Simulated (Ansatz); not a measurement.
One geometry of the cluster KBr2, several levels of theory.

```yaml
crystal:
  periodic: [false, false, false]
  atoms:
    - {symbol: K, position_ang: [-1.682201, 0.354431, -2.088666]}
    - {symbol: Br, position_ang: [-0.177439, 0.042320, 1.901931]}
    - {symbol: Br, position_ang: [1.859641, -0.396750, 0.186745]}
basis:
  gaussian: {orbitals: def2-TZVP, initial_orbitals: start.molden}
magnetization: {spin_polarized: true, initial_magnetization: 3}
hamiltonian: {xc: {text: "exchange = 0.95*pbe_x + 0.05*exact_x\ncorrelation = pbe_c"}}
scf: {omitted_lower_state_checks: [starts]}
output: {orbitals: {seedname: orbitals}}
```

The file start.molden holds the orbitals of an earlier run on this structure, at another level or in another basis.

```sh
$ ansatz run in.yaml --threads 2 --pin off --events-out ev --progress --plain --max-ram 4352MiB
```

Shortened log:

```
Functional definition: unnamed
970 factors; integrals over basis functions are off by at most 9.9e-4 eV
mean field evaluation 1: about -156389.6837 eV, gradient 6.7e0 eV
mean field evaluation 2: about -156389.7295 eV, gradient 6.7e-2 eV
mean field evaluation 4: about -156389.7350 eV, gradient 1.8e-4 eV
mean field evaluation 8: about -156389.7350 eV, gradient 1.8e-5 eV
mean field -156389.73497243 eV, -5747.2167554671 hartree, gradient 2.0e-6 eV, S^2 3.753243; 0 other end points of the search recorded, 0 dependent functions left out
reference -156389.73503112 eV, -5747.2167576238 hartree; 46, 43 occupied and 83, 86 virtual orbitals, 970 factors
Total energy: -156389.73503112 eV, -5747.2167576238 hartree
Checks for a lower state left out: starts
```

Run time 12 s (2 threads of Arm Neoverse V1 on a shared host).

First input, but with `hamiltonian: {xc: {text: "exchange = 0.85*pbe_x + 0.15*exact_x\ncorrelation = pbe_c"}}` (abridged; 12 s):

```
Functional definition: unnamed
mean field -156392.04386400 eV, -5747.3016056675 hartree, gradient 4.6e-6 eV, S^2 3.754839
Total energy: -156392.04391664 eV, -5747.3016076018 hartree
Checks for a lower state left out: starts
```

As the first input, with `hamiltonian: {xc: {text: "exchange = 0.65*pbe_x + 0.35*exact_x\ncorrelation = pbe_c"}}` (abridged; 14 s):

```
Functional definition: unnamed
mean field evaluation 16: about -156396.7304 eV, gradient 1.6e-6 eV
mean field -156396.73042796 eV, -5747.4738337162 hartree, gradient 1.6e-6 eV, S^2 3.759143
Total energy: -156396.73046840 eV, -5747.4738352024 hartree
Checks for a lower state left out: starts
```

The first input with `hamiltonian: {xc: pbe}`, `correlation: {method: rpa}` and without the key `output` (abridged; 7.5 s):

```
Functional definition: PBE
mean field -156388.58932161 eV, -5747.1746535759 hartree, gradient 5.1e-6 eV, S^2 3.752590
23 core orbitals not correlated: weight in the atoms' cores, before any rotation towards them, 1.000 or more for the frozen orbitals, at most 0.000 for the correlated occupied ones
Total energy: -156328.25826687 eV, -5744.9575282082 hartree
Checks for a lower state left out: starts
```

First input, but with `hamiltonian: {xc: hf}` (abridged; 6 s):

```
Functional definition: HF
mean field evaluation 16: about -156300.2795 eV, gradient 2.9e-5 eV
mean field -156300.27951023 eV, -5743.9293278665 hartree, gradient 2.1e-6 eV, S^2 3.770001
Total energy: -156300.27951023 eV, -5743.9293278665 hartree
Checks for a lower state left out: starts
```

First input, but with `gaussian: {orbitals: def2-TZVPP, initial_orbitals: start.molden}`, `correlation: {method: ccsd_t}`, `scf: {omitted_lower_state_checks: [starts, cluster_reference]}` and without the key `hamiltonian` (abridged; 51 s):

```
Functional definition: HF
mean field evaluation 16: about -156300.2795 eV, gradient 1.6e-6 eV
mean field -156300.27951023 eV, -5743.9293278665 hartree, gradient 1.9e-6 eV, S^2 3.770001
23 core orbitals not correlated: weight in the atoms' cores, before any rotation towards them, 1.000 or more for the frozen orbitals, at most 0.000 for the correlated occupied ones
second order -18.29308706 eV of doubles, -0.00000000 eV of singles
cycle   1  -18.70299609 eV  change   -4.1e-1 eV  update   8.5e-2
cycle   2  -19.13148178 eV  change   -4.3e-1 eV  update   3.3e-2
cycle   3  -19.17516660 eV  change   -4.4e-2 eV  update   2.8e-2
cycle   4  -19.16014628 eV  change    1.5e-2 eV  update   2.1e-2
cycle   5  -19.17224169 eV  change   -1.2e-2 eV  update   1.6e-2
cycle   6  -19.19712225 eV  change   -2.5e-2 eV  update   1.2e-2
cycle   7  -19.20734954 eV  change   -1.0e-2 eV  update   5.6e-3
cycle   8  -19.21323998 eV  change   -5.9e-3 eV  update   2.0e-3
cycle   9  -19.21300227 eV  change    2.4e-4 eV  update   8.1e-4
cycle  10  -19.21290270 eV  change    1.0e-4 eV  update   2.4e-4
cycle  11  -19.21308578 eV  change   -1.8e-4 eV  update   9.4e-5
cycle  12  -19.21298958 eV  change    9.6e-5 eV  update   4.1e-5
cycle  13  -19.21298871 eV  change    8.7e-7 eV  update   1.7e-5
perturbative correction -0.57907427 eV, -0.0212805870 hartree
Total energy: -156320.07157321 eV, -5744.6566727655 hartree
Checks for a lower state left out: starts, cluster_reference
```

As the first input, with `hamiltonian: {xc: pbe0, dispersion: d4}` and without the key `scf` (abridged; 20 s):

```
Functional definition: PBE0
mean field evaluation 16: about -156394.3470 eV, gradient 5.7e-1 eV
mean field evaluation 32: about -156394.3758 eV, gradient 1.5e-5 eV
mean field -156394.37582783 eV, -5747.3873037574 hartree, gradient 7.2e-6 eV, S^2 3.756810; 5 other end points of the search recorded, 0 dependent functions left out
Total energy: -156394.50806930 eV, -5747.3921635419 hartree
```

Geometry: PBE-D4/def2-TZVP.

Correlated methods freeze 23 core orbitals; core or outer-core shells of K, Br are correlated, in sets that lack core-valence functions. In the quartet, Br2 and Br3 lie 2.70 Å apart (atoms count from 1), so these atoms are partly bonded to each other. At PBE0-D4/def2-TZVP a doublet of charge 0 lies 4.47 eV below the quartet, each at its own geometry. The structure comes from a short search, and lower isomers may exist.
